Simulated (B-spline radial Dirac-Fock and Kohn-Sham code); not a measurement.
**Ir: scattering cross sections and density moments**

System: neutral iridium, 1s2 2s2 2p6 3s2 3p6 3d10 4s2 4p6 4d10 4f14 5s2 5p6 5d9 (an excited configuration).

The run's input, task.json:

```json
{"items": [{
  "Z": 77,
  "q": 0,
  "cfg": [[1, 0, 2], [2, 0, 2], [2, 1, 6], [3, 0, 2], [3, 1, 6], [3, 2, 10], [4, 0, 2], [4, 1, 6], [4, 2, 10], [4, 3, 14], [5, 0, 2], [5, 1, 6], [5, 2, 9]],
  "A": 193,
  "rrms": 5.4032,
  "do": ["scatter"],
  "s": [0.0, 0.03, 0.04, 0.06, 0.07, 0.09, 0.12, 0.15, 0.19, 0.24, 0.31, 0.4, 0.51, 0.65, 0.83, 1.06, 1.35, 1.73, 2.21, 2.83, 3.61, 4.62, 5.91],
  "pz": [0, 0.1, 0.14, 0.21, 0.29, 0.42, 0.61, 0.87, 1.2, 1.8, 2.6, 3.7, 5.3, 7.6, 11.0, 16.0, 22.0, 32.0, 46.0, 66.0, 94.0],
  "hv_scatter": [1000, 5000, 10000, 20000, 30000, 50000, 100000, 200000]
}]}
```

Launch: `python xray_run.py task.json out`

Method: relativistic Hartree-Fock (Dirac-Fock) wave functions, averaged over the configuration. Computed with a radial B-spline solver.

| Item | Value |
| --- | --- |
| Sum of ⟨r⟩ | 45.00 bohr |
| Sum of ⟨r²⟩ | 58.59 bohr² |
| Sum of ⟨1/r⟩ | 581.91 per bohr |
| Langevin diamagnetic susceptibility | -46.4 × 10⁻⁶ cm³/mol |
| Lamb shielding (α²/3)Σ⟨1/r⟩ | 10330 ppm |

Coherent scattering is the Thomson cross section weighted by f₀², without anomalous dispersion; incoherent scattering is Klein-Nishina weighted by S. The Lamb formula is the non-relativistic shielding expression. Electron correlation is left out.

```
hν (keV)  coherent (b)  incoherent (b)  incoherent per electron (b)
       1          3810           1.039                       0.0135
       5          2489           8.252                        0.107
      10          1492           15.00                        0.195
      20         687.2           22.75                        0.296
      30         406.0           27.22                        0.353
      50         190.6           31.16                        0.405
     100         61.74           32.35                        0.420
     200         18.05           29.12                        0.378
```

Incoherent scattering overtakes coherent scattering between 100 and 200 keV.
